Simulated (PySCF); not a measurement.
Two structures of SnH₄S₂, closed shell, reached by relaxing down either side of one saddle point (PBE0-D4/def2-TZVP). Energies are electronic, without zero-point energy. PySCF 2.14 with density fitting (its default auxiliary sets; JK sets also for MP2 and CCSD(T)); basis: def2-TZVPP and def2-QZVPP; cores frozen in the correlated methods. Filled d shells of the heavier atoms are correlated. Core potentials replace the inner electrons of the atoms past krypton. The def2 sets are not built for correlating such inner shells, so the correlated values are less sure here. Extrapolation: Hartree–Fock as exp(−7.88 √X), correlation as X^−2.97. First:

Sn1  (-0.492, -0.350, 0.375)
S2  (1.760, -1.091, -0.002)
S3  (-0.844, 1.758, -0.715)
H4  (-0.480, 1.285, -1.918)
H5  (-1.471, -1.576, -0.287)
H6  (-0.786, -0.041, 2.024)
H7  (2.297, 0.026, 0.517)
(Å)

Second:

Sn1  (-0.924, -0.321, 0.727)
S2  (1.433, -0.230, -0.912)
S3  (-1.746, 1.696, 0.280)
H4  (0.667, 0.332, -1.866)
H5  (-1.425, -1.780, -0.026)
H6  (0.016, -0.720, 2.107)
H7  (1.706, 0.969, -0.368)
(Å)

Q: Which bonds change from the first to the second?

A: SnH₄S₂ ([SH][SnH2][SH]) → SnH₂S ([S][SnH2]) + H₂S (still joined by a long Sn–S bond); bonds formed: S2–H4; bonds broken: S3–H4; bonds weakened to dative contacts: Sn1–S2.

Q: Give the saddle point's structure and its height above each. (An estimate is asked for; the value comes from the calculation.)

A: The calculation gives: 149.5 kJ/mol above the first and 17.5 kJ/mol above the second (CCSD(T) at an estimated basis limit (MP2 extrapolated from triple and quadruple zeta, plus CCSD(T) − MP2 in triple zeta)).
```
7
angstrom
Sn -0.8052 -0.2742 0.6117
S 1.3519 -0.3776 -0.9555
S -1.4115 1.4445 -0.7522
H 0.3546 0.6348 -1.3282
H -1.3964 -1.8721 0.4526
H -0.1099 -0.0615 2.1632
H 2.0164 0.5062 -0.1915
```

T1 diagnostic: at most 0.017.

Labels in which every atom is bracketed show which atoms are joined, not bond orders.

For scale, one of the runs: CCSD(T)/def2-TZVPP, 190 basis functions, launched by `OMP_NUM_THREADS=4 python run.py`. The run took 6.6 min on 4 CPU threads of an Arm Neoverse V2 (shared host), with 2.4 GiB of host memory at its peak.
